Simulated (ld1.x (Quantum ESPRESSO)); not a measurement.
## What one change does to a pseudopotential (Cu (Z = 29), TM semilocal)

ld1.x (Quantum ESPRESSO) 7.5 input, shortened:

```
&input
   title='Cu', zed=29., rel=1, dft='PBE', iswitch=3,
   config='[Ar] 3d9 4s0 4p0'
 /
 &inputp
   pseudotype=1, tm=.true., lloc=2,
   nlcc=.false.
 /
3
3S  1  0   2.00   0.00  1.20  1.20  0.0
3P  2  1   6.00   0.00  1.05  1.05  0.0
3D  3  2   9.00   0.00  1.20  1.20  0.0
 &test
   configts(1)='3s2 3p6 3d9 4s0 4p0'
 /
```

Change: all radii scaled by about 1.35 (s 1.62, p 1.42, d 1.62 bohr).

Cutoffs: the cutoffs (Ry, on a coarse ladder) from which the occupation-weighted sum of valence levels, in a spherical-Bessel basis at the reference potential, stays within 10 and 1 mRy of its value at 400 Ry; they do not see the model core or the augmentation charge, which bear on the density cutoff. Errors are all-electron minus pseudo energies relative to the spin-unpolarised reference configuration.

How do hardness, ghosts and transferability respond?

The potential gets softer (180 Ry and 300 Ry → 120 Ry and 200 Ry); of the 7 tests that both files solve, the error grows in 7 and shrinks in 0 by more than 15 % and 0.3 meV (median size 512.6 → 1065.8 meV); neither file shows a bound ghost at the reference potential, the only one tested. A larger radius leaves more room for a smooth pseudo-wave, so fewer plane waves are needed. More of the atom is replaced by a form fitted at one configuration, so other configurations suffer. A semilocal file is local in each channel, so a ghost entry of none says nothing of the separable form that plane-wave codes build from it.

| quantity | base | changed |
| --- | --- | --- |
| cutoff, loose | 180 Ry | 120 Ry |
| cutoff, tight | 300 Ry | 200 Ry |
| loose cutoff by channel (10 mRy a level) | s 55 Ry, p 80 Ry, d 140 Ry | s 30 Ry, p 70 Ry, d 90 Ry |
| bound ghosts | none | none |
| error for 3s2 3p6 3d10 4s1 4p0, meV [ΔE -29.48 eV] | +903 | +1933 |
| error for 3s2 3p6 3d10 4s0 4p0, meV [ΔE -21.33 eV] | -18 | -76 |
| error for 3s2 3p6 3d8 4s0 4p0, meV [ΔE 39.02 eV] | -25 | -55 |
| error for 3s2 3p6 3d9 4s1 4p0, meV [ΔE -17.90 eV] | +1503 | +3127 |
| error for 3s2 3p6 3d9 4s1 4p1, meV [ΔE -22.67 eV] | +1330 | +2728 |
| error for 3s2 3p6 3d10 4s0 4p1, meV [ΔE -25.34 eV] | -4.2 | -115 |
| error for 3s2 3p6 3d10 4s0.5 4p0, meV [ΔE -26.32 eV] | +513 | +1066 |

Changed file: These tests converged, but a pseudo level misses the all-electron one widely, so the file describes the atom poorly there or has found another state: 3s2 3p6 3d10 4s1 4p0: 4s by 1.5 eV; 3s2 3p6 3d10 4s0 4p0: empty 4s by 2.6 eV; 3s2 3p6 3d8 4s0 4p0: empty 4s by 5.6 eV; 3s2 3p6 3d9 4s1 4p0: 4s by 2.4 eV; 3s2 3p6 3d9 4s1 4p1: 4s by 2.3 eV; 3s2 3p6 3d10 4s0.5 4p0: 4s by 2.0 eV.
